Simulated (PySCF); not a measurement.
C₄H₆Si, charge +1, multiplicity 2. Atoms are numbered in the order given.

```xyz
11

C      0.0000     0.7109    -1.3490
C      0.0000     1.3247    -0.0937
Si     0.0000     0.0000     1.2700
C      0.0000    -1.3247    -0.0937
C      0.0000    -0.7109    -1.3490
H      0.0000     1.2756    -2.2877
H      0.0000     2.4168    -0.0082
H     -1.2546     0.0000     2.0623
H      1.2546     0.0000     2.0623
H      0.0000    -2.4168    -0.0082
H      0.0000    -1.2756    -2.2877
```
Charge +1, spin multiplicity 2.

Geometry optimised at PBE0-D3(BJ)/def2-SVP. The multiplicity is an assumed one; no other spin state was optimised.

Level of theory: PBE0-D3(BJ)/def2-SVP (PySCF).

Frequencies are harmonic and unscaled.

```tsv
mode	ν (cm⁻¹)	IR (km/mol)	moving atoms (share of kinetic energy)
1	151	0.3	H 50 %, C 46 %
2	337	0.0	C 56 %, H 44 %
3	471	0.4	H 83 %, Si 12 %
4	496	9.0	Si 49 %, C 45 %
5	607	0.0	H 97 %
6	614	0.0	C 62 %, Si 24 %, H 13 %
7	682	5.2	H 73 %, C 24 %
8	732	112.9	H 76 %, C 18 %
9	737	0.2	C 70 %, H 20 %, Si 10 %
10	826	0.0	H 72 %, C 28 %
11	831	4.6	C 52 %, H 35 %, Si 13 %
12	890	65.5	H 95 %
13	951	0.0	H 67 %, C 32 %
14	1032	0.0	H 62 %, C 38 %
15	1041	5.8	H 52 %, C 48 %
16	1096	8.2	H 81 %, C 19 %
17	1138	9.4	H 91 %, C 9 %
18	1303	2.5	H 63 %, C 37 %
19	1379	27.6	C 62 %, H 38 %
20	1480	107.5	C 75 %, H 25 %
21	1532	12.0	C 90 %, H 10 %
22	2284	2.5	H 98 %
23	2303	8.4	H 95 %
24	3209	0.5	H 92 %, C 8 %
25	3218	13.2	H 91 %, C 9 %
26	3228	41.8	H 91 %, C 9 %
27	3231	2.3	H 91 %, C 9 %
```
